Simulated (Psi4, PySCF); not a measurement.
Internal rotation in SMILES N[SiH2][SiH2][Si](Cl)(Cl)Cl. Scanned: dihedral N1–Si2–Si3–Si4; all other coordinates were relaxed at GFN2-xTB. GFN2-xTB can order the conformers of Si and Ge chains otherwise than DFT does. Points at φ and −φ are mirror images. Heavy atoms are numbered in the order of the SMILES N[SiH2][SiH2][Si](Cl)(Cl)Cl, hydrogens after them in the order of the atoms that carry them; the mirror image has the same energies with the sign of each dihedral reversed.

Levels of theory: RHF/STO-3G = PySCF 2.14.0 with restricted Hartree-Fock/STO-3G // GFN2-xTB; RKS-M06-2X/6-31G* = restricted M06-2X/6-31G*, spherical d, density fitting // GFN2-xTB run with PySCF; RKS-B3LYP/6-31G* = restricted B3LYP/6-31G*, spherical d, density fitting // GFN2-xTB in PySCF 2.14.0; MP2/cc-pVTZ = DF-MP2 (frozen core)/cc-pVTZ // GFN2-xTB run with Psi4.

Energies relative to the lowest point of each profile, in mEh; the last columns give the difference from MP2:

```json
[
 {"φ / °": "-160", "RHF/STO-3G": "0.5", "RKS-M06-2X/6-31G*": "1.0", "RKS-B3LYP/6-31G*": "0.4", "MP2/cc-pVTZ": "1.4", "RHF/STO-3G − MP2/cc-pVTZ": "-0.9", "RKS-M06-2X/6-31G* − MP2/cc-pVTZ": "-0.3", "RKS-B3LYP/6-31G* − MP2/cc-pVTZ": "-1.0"},
 {"φ / °": "-140", "RHF/STO-3G": "0.5", "RKS-M06-2X/6-31G*": "1.2", "RKS-B3LYP/6-31G*": "0.7", "MP2/cc-pVTZ": "1.9", "RHF/STO-3G − MP2/cc-pVTZ": "-1.4", "RKS-M06-2X/6-31G* − MP2/cc-pVTZ": "-0.7", "RKS-B3LYP/6-31G* − MP2/cc-pVTZ": "-1.2"},
 {"φ / °": "-120", "RHF/STO-3G": "0.6", "RKS-M06-2X/6-31G*": "1.6", "RKS-B3LYP/6-31G*": "1.1", "MP2/cc-pVTZ": "2.3", "RHF/STO-3G − MP2/cc-pVTZ": "-1.7", "RKS-M06-2X/6-31G* − MP2/cc-pVTZ": "-0.7", "RKS-B3LYP/6-31G* − MP2/cc-pVTZ": "-1.1"},
 {"φ / °": "-100", "RHF/STO-3G": "0.5", "RKS-M06-2X/6-31G*": "1.4", "RKS-B3LYP/6-31G*": "1.1", "MP2/cc-pVTZ": "1.8", "RHF/STO-3G − MP2/cc-pVTZ": "-1.3", "RKS-M06-2X/6-31G* − MP2/cc-pVTZ": "-0.4", "RKS-B3LYP/6-31G* − MP2/cc-pVTZ": "-0.7"},
 {"φ / °": "-80", "RHF/STO-3G": "0.2", "RKS-M06-2X/6-31G*": "0.5", "RKS-B3LYP/6-31G*": "0.4", "MP2/cc-pVTZ": "0.6", "RHF/STO-3G − MP2/cc-pVTZ": "-0.5", "RKS-M06-2X/6-31G* − MP2/cc-pVTZ": "-0.1", "RKS-B3LYP/6-31G* − MP2/cc-pVTZ": "-0.3"},
 {"φ / °": "-60", "RHF/STO-3G": "0.2", "RKS-M06-2X/6-31G*": "0.1", "RKS-B3LYP/6-31G*": "0.0", "MP2/cc-pVTZ": "0.0", "RHF/STO-3G − MP2/cc-pVTZ": "0.2", "RKS-M06-2X/6-31G* − MP2/cc-pVTZ": "0.1", "RKS-B3LYP/6-31G* − MP2/cc-pVTZ": "0.0"},
 {"φ / °": "-40", "RHF/STO-3G": "0.5", "RKS-M06-2X/6-31G*": "0.4", "RKS-B3LYP/6-31G*": "0.9", "MP2/cc-pVTZ": "0.6", "RHF/STO-3G − MP2/cc-pVTZ": "-0.2", "RKS-M06-2X/6-31G* − MP2/cc-pVTZ": "-0.2", "RKS-B3LYP/6-31G* − MP2/cc-pVTZ": "0.3"},
 {"φ / °": "-20", "RHF/STO-3G": "0.0", "RKS-M06-2X/6-31G*": "0.3", "RKS-B3LYP/6-31G*": "0.8", "MP2/cc-pVTZ": "0.8", "RHF/STO-3G − MP2/cc-pVTZ": "-0.8", "RKS-M06-2X/6-31G* − MP2/cc-pVTZ": "-0.6", "RKS-B3LYP/6-31G* − MP2/cc-pVTZ": "-0.1"},
 {"φ / °": "0", "RHF/STO-3G": "0.2", "RKS-M06-2X/6-31G*": "0.0", "RKS-B3LYP/6-31G*": "0.6", "MP2/cc-pVTZ": "0.8", "RHF/STO-3G − MP2/cc-pVTZ": "-0.7", "RKS-M06-2X/6-31G* − MP2/cc-pVTZ": "-0.8", "RKS-B3LYP/6-31G* − MP2/cc-pVTZ": "-0.3"},
 {"φ / °": "20", "RHF/STO-3G": "0.0", "RKS-M06-2X/6-31G*": "0.3", "RKS-B3LYP/6-31G*": "0.8", "MP2/cc-pVTZ": "0.8", "RHF/STO-3G − MP2/cc-pVTZ": "-0.8", "RKS-M06-2X/6-31G* − MP2/cc-pVTZ": "-0.6", "RKS-B3LYP/6-31G* − MP2/cc-pVTZ": "-0.1"},
 {"φ / °": "40", "RHF/STO-3G": "0.5", "RKS-M06-2X/6-31G*": "0.4", "RKS-B3LYP/6-31G*": "0.9", "MP2/cc-pVTZ": "0.6", "RHF/STO-3G − MP2/cc-pVTZ": "-0.2", "RKS-M06-2X/6-31G* − MP2/cc-pVTZ": "-0.2", "RKS-B3LYP/6-31G* − MP2/cc-pVTZ": "0.3"},
 {"φ / °": "60", "RHF/STO-3G": "0.2", "RKS-M06-2X/6-31G*": "0.1", "RKS-B3LYP/6-31G*": "0.0", "MP2/cc-pVTZ": "0.0", "RHF/STO-3G − MP2/cc-pVTZ": "0.2", "RKS-M06-2X/6-31G* − MP2/cc-pVTZ": "0.1", "RKS-B3LYP/6-31G* − MP2/cc-pVTZ": "0.0"},
 {"φ / °": "80", "RHF/STO-3G": "0.2", "RKS-M06-2X/6-31G*": "0.5", "RKS-B3LYP/6-31G*": "0.4", "MP2/cc-pVTZ": "0.6", "RHF/STO-3G − MP2/cc-pVTZ": "-0.5", "RKS-M06-2X/6-31G* − MP2/cc-pVTZ": "-0.1", "RKS-B3LYP/6-31G* − MP2/cc-pVTZ": "-0.3"},
 {"φ / °": "100", "RHF/STO-3G": "0.5", "RKS-M06-2X/6-31G*": "1.4", "RKS-B3LYP/6-31G*": "1.1", "MP2/cc-pVTZ": "1.8", "RHF/STO-3G − MP2/cc-pVTZ": "-1.3", "RKS-M06-2X/6-31G* − MP2/cc-pVTZ": "-0.4", "RKS-B3LYP/6-31G* − MP2/cc-pVTZ": "-0.7"},
 {"φ / °": "120", "RHF/STO-3G": "0.6", "RKS-M06-2X/6-31G*": "1.6", "RKS-B3LYP/6-31G*": "1.1", "MP2/cc-pVTZ": "2.3", "RHF/STO-3G − MP2/cc-pVTZ": "-1.7", "RKS-M06-2X/6-31G* − MP2/cc-pVTZ": "-0.7", "RKS-B3LYP/6-31G* − MP2/cc-pVTZ": "-1.1"},
 {"φ / °": "140", "RHF/STO-3G": "0.5", "RKS-M06-2X/6-31G*": "1.2", "RKS-B3LYP/6-31G*": "0.7", "MP2/cc-pVTZ": "1.9", "RHF/STO-3G − MP2/cc-pVTZ": "-1.4", "RKS-M06-2X/6-31G* − MP2/cc-pVTZ": "-0.7", "RKS-B3LYP/6-31G* − MP2/cc-pVTZ": "-1.2"},
 {"φ / °": "160", "RHF/STO-3G": "0.5", "RKS-M06-2X/6-31G*": "1.0", "RKS-B3LYP/6-31G*": "0.4", "MP2/cc-pVTZ": "1.4", "RHF/STO-3G − MP2/cc-pVTZ": "-0.9", "RKS-M06-2X/6-31G* − MP2/cc-pVTZ": "-0.3", "RKS-B3LYP/6-31G* − MP2/cc-pVTZ": "-1.0"},
 {"φ / °": "180", "RHF/STO-3G": "0.6", "RKS-M06-2X/6-31G*": "1.4", "RKS-B3LYP/6-31G*": "0.8", "MP2/cc-pVTZ": "1.4", "RHF/STO-3G − MP2/cc-pVTZ": "-0.7", "RKS-M06-2X/6-31G* − MP2/cc-pVTZ": "0.1", "RKS-B3LYP/6-31G* − MP2/cc-pVTZ": "-0.6"}
]
```

RHF/STO-3G is furthest from MP2/cc-pVTZ at -120 (-1.7 mEh, below); its mean absolute difference over the points is 0.8 mEh.

RKS-M06-2X/6-31G* is furthest from MP2/cc-pVTZ at 0 (-0.8 mEh, below); its mean absolute difference over the points is 0.4 mEh.

RKS-B3LYP/6-31G* is furthest from MP2/cc-pVTZ at -140 (-1.2 mEh, below); its mean absolute difference over the points is 0.6 mEh.
